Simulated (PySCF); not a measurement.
Cd(H)(SH) (CdH2S), SMILES [CdH][SH].

Geometry optimised at PBE0-D3(BJ)/def2-TZVP. The def2 effective core potentials stand for the cores of Cd; spin–orbit coupling is left out.

All values below come from PySCF with PBE/def2-TZVPD.

Isolated molecule, no solvent.

The total energy comes out as -567.01725 hartree. The point group comes out as Cs. The highest occupied level comes out as -5.97 eV. The lowest empty level comes out as -1.57 eV, the orbital gap is 4.40 eV and the dipole moment comes out as 0.297 e·Å. The quadrupole, principal values (traceless, Buckingham form, about the centre of nuclear charge) is -7.91, 0.81, 7.10 D·Å. The mean static polarisability comes out as 58.8 bohr³ (8.71 Å³) and the polarisability, principal values is 46.4, 47.9, 82.1 bohr³.
